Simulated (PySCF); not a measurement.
This PySCF input asks for the NMR shieldings of SMILES [BH3-][N@H+](CBC=C)C1CC1, C$_{6}$H$_{15}$B$_{2}$N; the geometry comes from GFN2-xTB.

```python
import basis_set_exchange as bse
import numpy as np
from pyscf import gto, dft
from pyscf.prop import nmr

atoms = """
B    -0.617837   -1.533981    0.165572
N    -0.666541   -0.024376   -0.382706
C     0.732652    0.427863   -0.254396
B     1.548237   -0.905292   -0.707234
C     2.879915   -1.279542    0.045331
C     3.595741   -0.480590    0.825156
C    -1.649173    0.850049    0.216678
C    -2.123094    2.060338   -0.530161
C    -3.039380    0.886595   -0.333968
H    -1.428419   -2.205369   -0.376912
H     0.548514   -1.856912   -0.206009
H    -0.656153   -1.535711    1.346696
H    -0.865295   -0.098155   -1.378016
H     0.899525    0.671794    0.795008
H     0.902039    1.337713   -0.837977
H     1.526321   -1.130904   -1.870714
H     3.270845   -2.281438   -0.113734
H     4.522365   -0.788417    1.287356
H     3.295933    0.536480    1.025639
H    -1.518407    0.920576    1.288964
H    -2.315163    2.966877    0.022402
H    -1.728077    2.236363   -1.520298
H    -3.863248    0.980670    0.355592
H    -3.263036    0.265131   -1.187782
"""
names = dict.fromkeys(["B", "N", "C", "H"], "pcSseg-1")
basis = {el: gto.basis.parse(bse.get_basis(n, elements=[el], fmt="nwchem")) for el, n in names.items()}
mol = gto.M(atom=atoms, basis=basis, charge=0, verbose=0)
mf = dft.RKS(mol, xc="PBE0")
mf.grids.level = 2
mf.grids.alignment = dft.numint.BLKSIZE   # the property module wants whole blocks of grid points
mf.conv_tol = 1e-9
mf.kernel()

calc = nmr.RKS(mf)   # GIAO
C = mf.mo_coeff
Co = C[:, mf.mo_occ > 0]
resp = mf.gen_response(singlet=True, hermi=2)
def vind(x):   # induced exchange potential for any number of trial vectors
    d = np.einsum("pi,xij,qj->xpq", C, 2 * x.reshape(-1, C.shape[1], Co.shape[1]), Co, optimize=True)
    return np.einsum("xpq,pi,qj->xij", resp(d - d.transpose(0, 2, 1)), C, Co, optimize=True).ravel()
mo1, _ = nmr.rhf.solve_mo1(calc, with_cphf=vind)
sigma = calc.kernel(mo1)
for i, s in enumerate(sigma):   # ppm
    w = np.linalg.eigvalsh((s + s.T) / 2)
    print("%2d %-2s iso %8.1f  s11 %8.1f  s22 %8.1f  s33 %8.1f" % (i, mol.atom_pure_symbol(i), w.mean(), *w))
```

Problem. Give the expected output.

Solution. 
```
 0 B  iso    108.2  s11     93.3  s22    104.5  s33    126.9
 1 N  iso    194.4  s11    157.7  s22    190.8  s33    234.6
 2 C  iso    138.5  s11    107.9  s22    126.7  s33    181.0
 3 B  iso     94.0  s11     68.6  s22     91.7  s33    121.8
 4 C  iso     33.3  s11    -92.9  s22     16.9  s33    175.8
 5 C  iso     56.3  s11    -61.1  s22     64.0  s33    166.0
 6 C  iso    148.6  s11    112.3  s22    122.3  s33    211.2
 7 C  iso    180.2  s11    147.8  s22    176.6  s33    216.1
 8 C  iso    179.4  s11    149.4  s22    176.3  s33    212.4
 9 H  iso     28.8  s11     25.3  s22     28.0  s33     33.1
10 H  iso     33.1  s11     27.5  s22     32.2  s33     39.5
11 H  iso     28.9  s11     25.9  s22     28.6  s33     32.3
12 H  iso     29.7  s11     23.5  s22     28.9  s33     36.6
13 H  iso     28.7  s11     25.1  s22     27.0  s33     34.0
14 H  iso     29.1  s11     24.6  s22     28.5  s33     34.1
15 H  iso     27.6  s11     26.3  s22     26.9  s33     29.7
16 H  iso     24.8  s11     21.9  s22     25.0  s33     27.4
17 H  iso     25.8  s11     23.2  s22     25.2  s33     28.9
18 H  iso     26.2  s11     22.8  s22     25.5  s33     30.4
19 H  iso     29.6  s11     23.3  s22     28.9  s33     36.6
20 H  iso     31.0  s11     25.5  s22     26.1  s33     41.5
21 H  iso     31.3  s11     26.4  s22     28.6  s33     39.0
22 H  iso     30.9  s11     25.3  s22     26.1  s33     41.4
23 H  iso     31.2  s11     25.9  s22     28.6  s33     39.1
```

These numbers come from an equivalent density-fitted implementation of the same equations, which agrees with the script to about 0.01 ppm for H and up to a few tenths of a ppm for heavy atoms, so last digits may differ.

Size and cost of the density-fitted run: 228 basis functions, 85 s wall time on 1 thread of an Arm Neoverse N1, shared host; peak memory 1.1 GiB.
